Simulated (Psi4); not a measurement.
Method: SAPT0/jun-cc-pVDZ, all electrons correlated (Psi4 1.11).

Psi4 input:

```
molecule {
0 1
C -0.56735944 0.08634021 0.01333608
N 0.86995320 0.00802215 0.27115375
H -0.89306486 -0.33134466 -0.94940315
H -0.88212910 1.13050491 0.04894082
H -1.10331086 -0.43964863 0.80499021
H 1.39040177 0.50036963 -0.44473570
H 1.18550929 -0.95424360 0.25571799
--
1 1
Li 1.04134446 0.84195877 2.05315025
units angstrom
symmetry c1
no_reorient
no_com
}
set basis jun-cc-pvdz
set scf_type df
set freeze_core false
energy('sapt0')
```

Part of the output:

```
    SAPT Results
  --------------------------------------------------------------------------------------------------------
    Electrostatics                -69.22804219 [mEh]     -43.44125233 [kcal/mol]    -181.75819974 [kJ/mol]
      Elst10,r                    -69.22804219 [mEh]     -43.44125233 [kcal/mol]    -181.75819974 [kJ/mol]

    Exchange                       29.94168843 [mEh]      18.78869315 [kcal/mol]      78.61189215 [kJ/mol]
      Exch10                       29.94168843 [mEh]      18.78869315 [kcal/mol]      78.61189215 [kJ/mol]
      Exch10(S^2)                  29.71169844 [mEh]      18.64437225 [kcal/mol]      78.00805351 [kJ/mol]

    Induction                     -23.77481836 [mEh]     -14.91892376 [kcal/mol]     -62.42077701 [kJ/mol]
      Ind20,r                     -40.48436472 [mEh]     -25.40432240 [kcal/mol]    -106.29168492 [kJ/mol]
      Exch-Ind20,r                 19.28166394 [mEh]      12.09942679 [kcal/mol]      50.62400170 [kJ/mol]
      delta HF,r (2)               -2.57211759 [mEh]      -1.61402815 [kcal/mol]      -6.75309380 [kJ/mol]

    Dispersion                     -0.32837573 [mEh]      -0.20605888 [kcal/mol]      -0.86215036 [kJ/mol]
      Disp20                       -0.38856890 [mEh]      -0.24383066 [kcal/mol]      -1.02018749 [kJ/mol]
      Exch-Disp20                   0.06019317 [mEh]       0.03777178 [kcal/mol]       0.15803713 [kJ/mol]
      Disp20 (SS)                  -0.19428445 [mEh]      -0.12191533 [kcal/mol]      -0.51009375 [kJ/mol]
      Disp20 (OS)                  -0.19428445 [mEh]      -0.12191533 [kcal/mol]      -0.51009375 [kJ/mol]
      Exch-Disp20 (SS)              0.03363456 [mEh]       0.02110601 [kcal/mol]       0.08830753 [kJ/mol]
      Exch-Disp20 (OS)              0.02655861 [mEh]       0.01666578 [kcal/mol]       0.06972961 [kJ/mol]

  Total HF                        -63.06117213 [mEh]     -39.57148294 [kcal/mol]    -165.56708461 [kJ/mol]
  Total SAPT0                     -63.38954786 [mEh]     -39.77754182 [kcal/mol]    -166.42923497 [kJ/mol]
```
